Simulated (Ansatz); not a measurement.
Molecule: C3H8FGe (charge 0, doublet). It need not be the lowest isomer of its formula. SMILES: [CH2][Ge]([CH3])([CH3])[F]
Structure (B3LYP-D3(BJ)/def2-TZVP (Ansatz, a quantum-chemistry and plane-wave program) minimum search):
```
Ge
F 1 1.7727
C 1 1.9283 2 106.38
H 3 1.0836 1 122.21 2 -90.15
H 3 1.0836 4 115.55 1 -177.39
C 1 1.9513 2 104.84 3 -119.31
H 6 1.0895 1 109.93 2 -58.49
H 6 1.0896 7 108.78 1 -120.40
H 6 1.0906 7 108.89 8 -118.47
C 1 1.9515 2 104.75 6 -121.38
H 10 1.0896 1 109.91 2 58.43
H 10 1.0896 11 108.78 1 120.38
H 10 1.0906 11 108.91 12 118.47
```
Charge 0, spin multiplicity 2.

Computed values are from Ansatz. Correlated levels leave the core frozen unless marked. UHF or UKS for open shells. Spin-orbit coupling is left out. The frozen core is the preceding noble-gas configuration, with the filled d and f shells of earlier blocks. Non-relativistic. CBS marks a two-point X^-3 extrapolation of the correlation energy; Hartree-Fock from the larger set.

```yaml
atomisation energy De: 1138.9 kcal/mol at CCSD(T)/CBS(cc-pVTZ,cc-pVQZ)
total_energy: -2294.2836 Eh at CCSD(T)/CBS(cc-pVTZ,cc-pVQZ)
dipole_moment: 2.65 D at CCSD(T)/aug-cc-pVDZ
T1 diagnostic: 0.011 at CCSD/cc-pVQZ
```
